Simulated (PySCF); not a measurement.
**Ni⁺: excitation energy**

Ni⁺ [Ar] 3d9 (2D) → Ni⁺ [Ar] 3d8 4p1 (high-spin determinant), as a difference of total energies. Calculation: PySCF 2.14, in x2c-TZVPPall (6s5p4d2f1g, 64 functions); the spin-free X2C one-electron Hamiltonian (Gaussian nucleus). Correlated levels: valence and next inner shell: [Ne] frozen. The calculations carry no spin-orbit coupling.

```json
{"method": "UHF", "excitation energy (eV)": "4.213"}
{"method": "MP2 (valence and next inner shell)", "excitation energy (eV)": "7.592"}
{"method": "SCS-MP2 (valence and next inner shell)", "excitation energy (eV)": "7.236"}
{"method": "CCSD (valence and next inner shell)", "excitation energy (eV)": "6.377"}
{"method": "CCSD(T) (valence and next inner shell)", "excitation energy (eV)": "6.490"}
```

Problem. How much does correlation contribute at CCSD(T) (valence and next inner shell)?

Solution. 6.490 − (4.213) = 2.277 eV, measured against UHF.

A first-order spin-orbit estimate (lowest level to lowest level, LS coupling) adds -0.022 eV.

The basis was made for the ground configuration and has no added diffuse functions, so the excitation energy can come out too high.

The determinant of the upper state mixes LS terms, which raises its energy above the lowest term, most at the Hartree-Fock and MP2 levels.
